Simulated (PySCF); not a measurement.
Isomers of C7H8Se. Computed with PySCF 2.14.0, PBE0-D3(BJ)/def2-SVP geometry optimisation, gas phase. Energies are electronic, without zero-point or thermal terms, for one conformer each. No frequencies were run at this level. Point groups hold within 0.08 Å.

Question: Rank from lowest to highest electronic energy at this level (kJ/mol).
A. `[CH:1]#[C:2][CH2:3][Se:4][C:5](=[CH2:6])[CH:7]=[CH2:8]` with C2–C3–Se4–C5 -79°, C3–Se4–C5–C6 16°, Se4–C5–C7–C8 6°
B. `[CH3:1][Se:2][c:3]1[cH:4][cH:5][cH:6][cH:7][cH:8]1` with C1–Se2–C3–C4 180°

Answer: B (0.0), A (348.5).

As drawn, the lower has an aromatic ring, which the higher lacks; the higher has a C≡C bond and a C=C bond outside aromatic rings, which the lower lacks.

```json
{"SMILES": "C[Se]c1ccccc1", "E (Eh)": "-2672.02757", "E rel (kJ/mol)": "0.0", "dipole (D)": "1.21", "point group": "Cs", "A, B, C (MHz)": "3701, 859.6, 700.8"}
{"SMILES": "C#CC[Se]C(=C)C=C", "E (Eh)": "-2671.89483", "E rel (kJ/mol)": "348.5", "dipole (D)": "0.84", "point group": "C1", "A, B, C (MHz)": "2788, 954.4, 763.0"}
```
